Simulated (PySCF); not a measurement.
Simulation results for BH2O2Si, ClH5OSi2

Computed with PySCF 2.14.0. Calculation on a computer-drawn molecule: optimised geometry and harmonic frequencies of an isolated molecule of the commonest isotopes, restricted reference for singlets and unrestricted otherwise, frozen core in MP2.

Common to all runs: multiplicity 1; basis cc-pV(D+d)Z.

(1) BH2O2Si

Start structure:
```xyz
6
BH2O2Si
B     -0.5408    -0.8228    -0.5153
O     -0.5206    -0.9604     0.7023
Si    -0.2874    -0.4555     2.3802
O      0.1359     0.9471     2.5504
H     -0.5674    -0.7157    -1.6804
H     -0.6046    -1.6546     3.1293
```

```
charge                                        : 1
method                                        : MP2
rotational constants                          : 23.15, 3.603, 3.118 GHz
total energy                                  : -464.8174 hartree
convergence status largest gradient component : 3.178e-05 hartree/bohr
```

Drawn bonds:
```
atom  other atom  order
   1           2      1
   2           3      1
   3           4      2
   1           5      1
   3           6      1
```

Optimised structure:
```xyz
6
BH2O2Si
B     -0.5491    -0.8417    -0.5703
O     -0.4916    -0.8562     0.6661
Si    -0.2749    -0.4232     2.4378
O      0.1619     1.0059     2.7243
H     -0.6095    -0.8467    -1.7473
H     -0.6217    -1.7000     3.0559
```

Modes:
```
frequency (cm⁻¹)  reduced mass (dalton)
           98.97                  4.055
           149.1                  3.675
             300                  11.32
           470.7                  12.68
           529.4                  1.324
             772                  1.349
           777.6                  1.365
           803.7                   1.07
            1221                  14.31
            1736                   5.36
            2412                  1.051
            2934                  1.177
```

(2) ClH5OSi2

Start structure:
```xyz
9
ClH5OSi2
O     -0.2534    -0.4660    -2.4883
Si    -1.3735    -0.6831    -1.3298
Si    -0.9255     0.6564     0.5237
Cl    -2.2968     0.3986     1.9204
H      0.6608    -0.7186    -2.4277
H     -1.5529    -2.1001    -1.0088
H     -2.5650    -0.2383    -2.0861
H     -0.7918     2.0330     0.2376
H      0.4486     0.2601     1.1433
```

```
charge                                        : 0
method                                        : HF
rotational constants                          : 9.685, 1.342, 1.216 GHz
total energy                                  : -1115.2428 hartree
convergence status largest gradient component : 3.927e-05 hartree/bohr
```

Drawn bonds:
```
atom  other atom  order
   1           2      1
   2           3      1
   3           4      1
   1           5      1
   2           6      1
   2           7      1
   3           8      1
   3           9      1
```

Optimised structure:
```xyz
9
ClH5OSi2
O     -0.1792    -0.4690    -2.5467
Si    -1.3576    -0.6343    -1.3952
Si    -0.8647     0.6615     0.5192
Cl    -2.3432     0.2855     1.9465
H      0.6513    -0.9056    -2.4325
H     -1.5055    -2.0484    -0.9782
H     -2.6119    -0.1566    -2.0051
H     -0.8717     2.1131     0.2497
H      0.4330     0.2959     1.1266
```

Modes:
```
frequency (cm⁻¹)  reduced mass (dalton)
           50.91                  4.061
           98.51                  7.284
           185.8                  1.072
           213.4                  11.66
           379.3                  1.066
           462.1                   8.13
             547                  12.97
           625.7                  1.331
             736                  1.052
           778.1                  1.041
           851.7                  1.426
           872.5                  2.136
           929.2                  1.283
           967.8                  1.225
            1018                  1.088
            1038                  1.083
            2302                   1.04
            2321                   1.04
            2332                  1.042
            2347                  1.042
            4177                  1.067
```
